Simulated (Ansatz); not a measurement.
`[Cl][GeH2][SiH2]Br` + H₂ → `[Cl][GeH3]` + `[SiH3]Br` at 500 K and 1 bar (hydrogenolysis of a Ge–Si bond).

Calculated with Ansatz (gas phase, PBE0-D4/def2-TZVP geometries, no zero-point term in ΔE). CCSD(T)/CBS adds triple-zeta CCSD(T) − MP2 to the extrapolated MP2 energy (def2 sets, frozen cores). This one scheme is used for every species. For Br, Ge outer-core shells are correlated without core-valence functions, which leaves a few kJ/mol of doubt a bond. Scalar relativity is left out up to krypton. Each species was taken in one conformer, which may not be the lowest.

| species | CCSD(T)/CBS energy (Eh) | H − E (kJ/mol) | S (J/(mol·K)) |
| --- | --- | --- | --- |
| `[Cl][GeH2][SiH2]Br` | -5400.77665 | 139.6 | 443.9 |
| H₂ | -1.17544 | 41.0 | 145.5 |
| `[Cl][GeH3]` | -2537.71925 | 89.2 | 296.4 |
| `[SiH3]Br` | -2864.23411 | 91.6 | 294.2 |

H − E and S are ideal-gas, rigid-rotor, harmonic terms from PBE0-D4/def2-TZVP, for one conformer and one mirror image of each species. For small species the MP2-based limit differs from directly extrapolated CCSD(T) by up to some mEh (0.8 for H₂); such offsets cancel only in part. 1 Eh = 2625.50 kJ/mol, R = 8.31446 J/(mol·K).

Question: By hand: ΔE, ΔH, ΔS and ΔG.

Answer: ΔE = (-2537.71925) + (-2864.23411) − (-5400.77665) − (-1.17544) = -0.00127 Eh = -3.3 kJ/mol. Δ(H − E) = 89.2 + 91.6 − 139.6 − 41.0 = 0.2, so ΔH = -3.1 kJ/mol. ΔS = 296.4 + 294.2 − 443.9 − 145.5 = 1.2 J/(mol·K). ΔG = -3.1 − 500 × (1.2)/1000 = -3.7 kJ/mol.

Question: By hand: the equilibrium constant, and the temperature at which ΔG would vanish if ΔH and ΔS stayed fixed.

Answer: log₁₀ K = −ΔG/(RT ln 10) = 0.4. ΔH and −TΔS have one sign here, so there is no such temperature.

The number of gas molecules stays the same, so ΔS is small and ΔH decides. The sign of ΔG lies within the doubt. A doubt of 5 kJ/mol in ΔE shifts log₁₀ K by 0.5 here. Other conformers and mirror images would add mixing entropy, several J/(mol·K) or more a flexible species. Modes under 60 cm⁻¹, often nearly free rotors, make the harmonic entropy too high. These are equilibria of isolated gas molecules and say nothing of rates. Largest T1 diagnostic: 0.010 (customary marks: 0.02 for closed shells, 0.045 for open ones).

ΔS is within the doubt of such terms, so its sign, and with it that verdict, could turn.
